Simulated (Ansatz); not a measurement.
A nudged elastic band was laid between two geometries of CH5BOSi (9 atoms, charge 0, multiplicity 1).

Method: Ansatz, RKS B3LYP/cc-pVDZ.

```yaml
movable_images: 9
climbing_image: yes
spring: 20.0 eV/Å²
optimiser: quadratic models (default)
start_path: IDPP
force_threshold: 0.03 eV/Å
iteration_limit: 47
end_points: relaxed
```

Initial state:

```xyz
9
Properties=species:S:1:pos:R:3
B -0.099 1.293 -0.326
C 0.362 -0.143 -0.167
O 1.531 -0.632 -0.698
Si -0.728 -1.167 0.767
H 0.581 2.080 -0.952
H -1.136 1.657 0.164
H 1.962 0.103 -1.164
H -0.500 -2.610 1.063
H -1.972 -0.581 1.313
```

Final state:

```xyz
9
Properties=species:S:1:pos:R:3
B -0.096 1.294 -0.321
C 0.363 -0.143 -0.167
O 1.529 -0.633 -0.701
Si -0.730 -1.168 0.763
H 0.583 2.081 -0.948
H -1.131 1.660 0.174
H 1.960 0.102 -1.166
H -1.971 -0.579 1.314
H -0.508 -2.613 1.051
```

What changes between the two ends?

No bond is made or broken. The dihedral O3–C2–Si4–H9 goes from -180 to 0°. The two ends are copies of one structure, up to a mirror image or an exchange of like atoms.

Give the energies along the band, and the barrier.

The forces met the threshold. The highest image is number 4 of 0 to 10, 0.42 eV above the ends, which have the same energy within 2 meV. Another band between the same ends (9 images) ends at a top of the same energy, where a vibrational analysis finds 1 clearly imaginary mode.

| image | path coordinate (Å) | energy (eV) | dihedral O3–C2–Si4–H9 (°) |
| --- | --- | --- | --- |
| 0 | 0.00 | 0.00 | -180 |
| 1 | 0.72 | 0.03 | -169 |
| 2 | 1.44 | 0.10 | -154 |
| 3 | 2.16 | 0.27 | -130 |
| 4 | 2.88 | 0.42 | -102 |
| 5 | 3.54 | 0.40 | -75 |
| 6 | 4.19 | 0.40 | -46 |
| 7 | 4.85 | 0.21 | -22 |
| 8 | 5.50 | 0.08 | -11 |
| 9 | 6.16 | 0.02 | -6 |
| 10 | 6.82 | 0.00 | 0 |

What is the geometry of the highest image?


```xyz
9
Properties=species:S:1:pos:R:3
B 0.328 1.051 0.092
C 0.277 -0.164 -0.687
O 0.939 -0.791 -1.694
Si -0.781 -0.696 0.667
H 0.969 2.038 0.314
H -0.670 0.997 0.954
H 1.580 -0.160 -2.061
H -0.367 -1.684 1.724
H -2.275 -0.592 0.691
```

Run time: 6.8 min on 1 thread of Arm Neoverse V2, with other jobs on the host, peak memory 0.17 GiB.
